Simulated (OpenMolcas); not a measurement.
CHClGaNO (SMILES O=C=[N][GaH][Cl]): the HOMO–LUMO gap, rung by rung

The species is CHClGaNO (6 atoms), meant as a singlet with charge 0. SMILES: `O=C=[N][GaH][Cl]`. The shape is that of a PBE0-D4/def2-TZVP optimisation. This is one conformer, not always the lowest.

Each level gives the HOMO–LUMO gap (eV). The values are calculated.

```tsv
level	kind	program	value (eV)	CPU time
HF/6-31G* (spherical functions)	Hartree–Fock	OpenMolcas	13.08	12 s
BLYP/6-31G* (spherical functions)	GGA	OpenMolcas	4.63	24 s
revPBE/6-31G* (spherical functions)	GGA	OpenMolcas	4.77	24 s
M06-L/6-31G* (spherical functions)	meta-GGA	OpenMolcas	5.24	29 s
B3LYP/6-31G* (spherical functions)	global hybrid	OpenMolcas	6.35	23 s
BHLYP/6-31G* (spherical functions)	global hybrid	OpenMolcas	8.92	23 s
PBE0/6-31G* (spherical functions)	global hybrid	OpenMolcas	6.90	23 s
B3LYP/6-31G* (Cartesian functions)	global hybrid	OpenMolcas	6.37	27 s
```

All-electron rows without a relativistic Hamiltonian named are non-relativistic. The values span 4.63 to 13.08 eV. Orbital gaps aren't excitation energies; they tend to grow with the share of exact exchange. Times are those of the runs behind each value, whatever else they computed, on shared processors of several kinds: orders of magnitude only.
